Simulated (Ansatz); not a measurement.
The lowest singlet and triplet of BH (SMILES [BH]); geometries from B3LYP-D3(BJ)/def2-TZVP, each state relaxed from the structure named, with no frequency check.
Singlet (charge 0, multiplicity 1):
```xyz
2

B      0.000     0.000    -0.206
H      0.000     0.000     1.028
```
Triplet (charge 0, multiplicity 3):
```json
[
 {"atom": "B", "x (Å)": "0.0000", "y (Å)": "0.0000", "z (Å)": "-0.1987"},
 {"atom": "H", "x (Å)": "0.0000", "y (Å)": "0.0000", "z (Å)": "0.9933"}
]
```

A positive gap puts the triplet lower; no zero-point energy. R- takes a restricted singlet. U- takes an unrestricted singlet (broken symmetry where lower, unprojected). The triplet is unrestricted in single-reference levels.

Cores are frozen in the correlated methods.

The values were computed with Ansatz (Gaussian basis) for Hartree–Fock, density functionals and correlated methods. 

The comparison value is -30.54 kcal/mol (FCI/cc-pVQZ). Full CI is exact for the correlated electrons in its own basis alone.

### Question
Order these levels by the size of their error in the gap E(singlet) − E(triplet), adiabatic, against full CI in the same basis, smallest first: R-CCSD(T)/cc-pVQZ, U-MP2/cc-pVQZ (spin-contaminated), R-MP2/cc-pVQZ, R-SCS-MP2/cc-pVQZ. Give each level's value less the comparison value.

### Answer
R-CCSD(T)/cc-pVQZ (0.07 kcal/mol), R-SCS-MP2/cc-pVQZ (1.05 kcal/mol), R-MP2/cc-pVQZ (6.93 kcal/mol), U-MP2/cc-pVQZ (spin-contaminated) (11.12 kcal/mol)

Doubts at one or more of the structures used: a restricted determinant that unrestricted orbitals would lower (R-CCSD(T)/cc-pVQZ, R-MP2/cc-pVQZ, R-SCS-MP2/cc-pVQZ).

Ansatz is a quantum-chemistry and plane-wave program.
